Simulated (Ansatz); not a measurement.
F5Nb, SMILES `[F][Nb]([F])([F])([F])[F]`. Total charge 0; spin multiplicity 1. Nb takes the def2 core potential.

Cartesian coordinates in Å:
```
F 0.359 -1.806 -0.291
Nb 0.000 0.000 0.000
F 1.071 0.441 -1.418
F -1.784 -0.313 -0.262
F 0.714 -0.128 1.681
F -0.360 1.806 0.289
```

Task: List the harmonic frequencies (cm⁻¹, unscaled) at PBE0-D4/def2-TZVP in Ansatz. (Estimate.)

Result: Ansatz gave: 99, 99, 221, 221, 255, 279, 279, 638, 711, 739, 750, 750.

Task: Is this a minimum?

Result: Yes, all 12 modes are real.

Task: Give the ideal-gas thermochemistry at 298.15 K and 1 bar (rigid rotor, harmonic oscillator; point group D3h, symmetry number 6).

Result: Zero-point energy 30.2 kJ/mol; H(298) − E = 51.7 kJ/mol; entropy 346.2 J/(mol·K), of which translation 174.2, rotation 100.6, vibration 71.4; G(298) − E = -51.5 kJ/mol. Modes under 100 cm⁻¹ are hindered rotations or soft bends, so the harmonic entropy is rough.
